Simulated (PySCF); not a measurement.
Energy landscape of H3P (cation, charge +1), doublet: umbrella (inversion) coordinate, bond length relaxed. Scanned: angle between the P-H bonds and the threefold axis (90 = planar). Other coordinates (P-H bond length) were minimised at PBE0/def2-TZVP.

The free coordinates were minimised at PBE0/def2-TZVP in PySCF; the energy column is CCSD(T) on UHF/cc-pVTZ, 5 core orbitals frozen (PySCF), in kcal/mol.

```
a / °  P-H bond length / Å     E
-----  -------------------  ----
90                   1.399   2.9
93                   1.399   2.7
96                   1.400   2.0
99                   1.402   1.1
102                  1.403   0.4
105                  1.405   0.0
108                  1.406   0.3
111                  1.408   1.5
114                  1.410   3.8
117                  1.413   7.3
120                  1.416  12.0
123                  1.419  18.2
126                  1.423  25.8
129                  1.427  34.9
132                  1.432  45.5
```
